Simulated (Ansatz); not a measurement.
C2H10O2Si2, SMILES CC([SiH2]O)[SiH2]O.

Geometry optimised at B3LYP-D3(BJ)/def2-SVP. This is a generated structure with no PubChem entry under its InChIKey; it may be hypothetical. One conformer was computed; it need not be the lowest.

Two levels are set side by side: PBE/def2-SVPD (Ansatz, an electronic-structure program) and CAM-B3LYP/def2-SVPD (Ansatz). Energy differences of separate SCF runs at the same geometry; the states with an electron removed or added have multiplicity 2 and 2. Differences are taken from unrounded values.

```
quantity                           CAM-B3LYP   PBE  PBE minus CAM-B3LYP
---------------------------------  ---------  ----  -------------------
vertical ionisation energy (eV)         9.94  9.22                -0.72
vertical singlet–triplet gap (eV)       6.76  5.63                -1.13
```
